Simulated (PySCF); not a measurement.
# Ba+ (barium, charge +1): UHF calculation

Configuration: [Xe] 6s1, 2S determinant. Calculation: PySCF 2.14, in x2c-TZVPPall with one added diffuse shell each of s, p, d type (12s8p7d2f1g, 94 functions); the spin-free X2C one-electron Hamiltonian (Gaussian nucleus).

```json
{
  "Total energy": "-8131.444026 hartree",
  "One-electron energy": "-11088.6119 hartree",
  "Hartree (Coulomb) energy": "3154.0015 hartree",
  "Exchange energy": "-196.8337 hartree",
  "⟨S²⟩": "0.7506",
  "⟨L²⟩": "0.000",
  "Sum of ⟨r⟩": "38.81 bohr",
  "Sum of ⟨r²⟩": "67.72 bohr²",
  "Langevin diamagnetic susceptibility": "-53.6 ×10⁻⁶ cm³/mol"
}
```

```tsv
shell	electrons	mean orbital energy (hartree)	rms radius, mean of both spins (bohr)
1s α	1	-1382.80167	0.0292
1s β	1	-1382.80086	0.0292
2s α	1	-222.63838	0.119
2s β	1	-222.63744	0.119
2p α	3	-199.59056	0.106
2p β	3	-199.59036	0.106
3s α	1	-48.82619	0.311
3s β	1	-48.82473	0.311
3p α	3	-41.24186	0.311
3p β	3	-41.24143	0.311
3d α	5	-30.14266	0.289
3d β	5	-30.14242	0.289
4s α	1	-10.45222	0.715
4s β	1	-10.44944	0.715
4p α	3	-7.89784	0.762
4p β	3	-7.89696	0.762
4d α	5	-4.05289	0.863
4d β	5	-4.05205	0.863
5s α	1	-1.80314	1.76
5s β	1	-1.79519	1.76
5p α	3	-1.09748	2.04
5p β	3	-1.09386	2.04
6s α	1	-0.34557	4.79
```

Spin-orbit coupling, which splits the p, d and f shells strongly at this Z, is absent.

Densities and radii are taken from the X2C orbitals without a picture-change correction, which distorts them close to the nucleus.
